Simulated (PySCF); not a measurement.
Ionisation energy of Lu³⁺ by level of theory

Lu³⁺ [Xe] 4f14 → Lu⁴⁺ [Xe] 4f13 [4f5/2^6 4f7/2^7, M_J = 7/2], as a difference of total energies. Calculation: PySCF 2.14, in x2c-SVPall-2c (7s10p9d2f1g, 105 functions); the two-component X2C-1e Hamiltonian. Correlated levels: [Ar] 3d10 frozen; the 6 highest virtual spinors dropped. "Screened" scales the spin-orbit matrix elements by Boettger's factors to mimic the two-electron term; Breit and QED terms are absent.

Task: Order these methods by the ionisation energy they give, lowest first.
A. GHF (screened spin-orbit)
B. GHF (spin-free)
C. GMP2 (screened spin-orbit)
D. GMP2 (spin-free)

Result: A (42.251 eV), B (43.058 eV), C (44.609 eV), D (45.403 eV).

The spin-free rows lack the spin-orbit shift.

Errors of the correlated levels include the incompleteness of this basis and the frozen core.

For comparison: 45.249 ± 0.025 eV (semi-empirical (NIST evaluation); NIST Atomic Spectra Database, ionization energies).
